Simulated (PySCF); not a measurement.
HCl$_{2}$Ge, SMILES `[GeH]([Cl])[Cl]` (charge 0, multiplicity 2)

Method: ωB97X-D3(BJ)/def2-TZVP // B3LYP-D3(BJ)/def2-TZVP (PySCF).

- highest occupied spin orbital: -9.43 eV
- dipole moment: 1.98 D
- total energy: -2998.0430 Ha
- cost: roughly 80 core-seconds

```xyz
4

Cl    -0.9640    -1.7190    -0.1467
Ge     0.2007    -0.0084     0.5239
Cl    -0.8064     1.7981    -0.1504
H      1.5697    -0.0706    -0.2268
```
Charge 0, spin multiplicity 2.
